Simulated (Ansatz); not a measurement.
`C#C[SiH2][GaH2]` + HCl → `[Cl][GaH2]` + `C#C[SiH3]` at 298.15 K and 1 bar (cleavage of the Ga–Si bond).

Gas-phase electronic energies from Ansatz, PBE0-D4/def2-TZVP geometries. CCSD(T)/CBS is the MP2 limit (def2-TZVPP, def2-QZVPP) plus CCSD(T) − MP2 in def2-TZVPP, frozen cores. This one scheme is used for every species. For Ga outer-core shells are correlated without core-valence functions, which leaves a few kJ/mol of doubt a bond. Scalar relativity is left out up to krypton.

```
          species  CCSD(T)/CBS energy (Eh)  H − E (kJ/mol)  S (J/(mol·K))
`C#C[SiH2][GaH2]`              -2292.05082           150.3          359.3
              HCl               -460.38127            26.6          186.8
     `[Cl][GaH2]`              -2384.95520            49.7          264.5
      `C#C[SiH3]`               -367.52081           128.8          268.3
```

H − E and S are ideal-gas, rigid-rotor, harmonic terms from PBE0-D4/def2-TZVP. 1 Eh = 2625.50 kJ/mol, R = 8.31446 J/(mol·K).

**Question.** By hand: ΔE, ΔH, ΔS and ΔG.

**Answer.** ΔE = (-2384.95520) + (-367.52081) − (-2292.05082) − (-460.38127) = -0.04392 Eh = -115.3 kJ/mol. Δ(H − E) = 49.7 + 128.8 − 150.3 − 26.6 = 1.6, so ΔH = -113.7 kJ/mol. ΔS = 264.5 + 268.3 − 359.3 − 186.8 = -13.3 J/(mol·K). ΔG = -113.7 − 298.15 × (-13.3)/1000 = -109.7 kJ/mol.

**Question.** By hand: the equilibrium constant, and the temperature at which ΔG would vanish if ΔH and ΔS stayed fixed.

**Answer.** log₁₀ K = −ΔG/(RT ln 10) = 19.2. ΔG = 0 at ΔH/ΔS = 8549 K, far beyond where these terms or the molecules hold.

The number of gas molecules stays the same, so ΔS is small and ΔH decides. A doubt of 5 kJ/mol in ΔE shifts log₁₀ K by 0.9 here. Modes under 60 cm⁻¹, often nearly free rotors, make the harmonic entropy too high. These are equilibria of isolated gas molecules and say nothing of rates. Largest T1 diagnostic: 0.014 (customary marks: 0.02 for closed shells, 0.045 for open ones).
